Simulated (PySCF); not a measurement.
# Fractional electron number in Br⁺ (bromine, charge +1)

The 4p beta orbital of [Ar] 3d10 4s2 4p4 is emptied in steps (occupation f), with all orbitals relaxed, ending at [Ar] 3d10 4s2 4p3. Calculation: PySCF 2.14, in aug-cc-pVTZ-DK; the spin-free X2C one-electron Hamiltonian (Gaussian nucleus). The exact energy is a straight line in f; departures are measured from the line between the end points of the same method.

| f | UHF (eV) | LDA (eV) | PBE (eV) | PBE0 (eV) | r2SCAN (eV) | LC-wPBE (eV) | BHandHLYP (eV) | wB97X (eV) | TPSS (eV) | r2SCAN0 (eV) |
| --- | --- | --- | --- | --- | --- | --- | --- | --- | --- | --- |
| 1 | 0.000 | 0.000 | 0.000 | 0.000 | 0.000 | 0.000 | 0.000 | 0.000 | 0.000 | 0.000 |
| 0.8 | 0.132 | -0.809 | -0.780 | -0.556 | -0.726 | -0.100 | -0.356 | -0.194 | -0.757 | -0.519 |
| 0.6 | 0.194 | -1.216 | -1.169 | -0.831 | -1.076 | -0.148 | -0.539 | -0.302 | -1.133 | -0.768 |
| 0.4 | 0.189 | -1.218 | -1.166 | -0.828 | -1.057 | -0.145 | -0.544 | -0.317 | -1.127 | -0.752 |
| 0.2 | 0.123 | -0.812 | -0.775 | -0.549 | -0.686 | -0.093 | -0.367 | -0.225 | -0.746 | -0.486 |
| 0 | 0.000 | 0.000 | 0.000 | 0.000 | 0.000 | 0.000 | 0.000 | 0.000 | 0.000 | 0.000 |

**Question.** For TPSS, how does the orbital energy at f = 1 compare with the removal energy?

**Answer.** −ε = 16.662 eV against a total-energy difference of 21.401 eV. By Janak's theorem ε = ∂E/∂f, so the gap between them reflects the curvature. Along the path −ε is 18.569 (f = 0.8), 20.480 (f = 0.6), 22.375 (f = 0.4), 24.227 (f = 0.2) eV.

```tsv
method	E(f=0) − E(f=1) (eV)	−ε at f=1 (eV)	−ε at f=0.4 (eV)
UHF	20.239	21.088	20.060
LDA	21.643	16.603	22.654
PBE	21.368	16.496	22.356
PBE0	21.381	17.903	22.091
r2SCAN	21.437	16.866	22.433
LC-wPBE	21.525	20.888	21.665
BHandHLYP	21.396	19.184	21.821
wB97X	21.535	20.361	21.713
TPSS	21.401	16.662	22.375
r2SCAN0	21.426	18.154	22.145
```

Reference removal energy between the ground levels: 21.591 eV (measured; NIST Atomic Spectra Database, ionization energies). The calculation has no spin-orbit coupling. UHF lacks correlation.
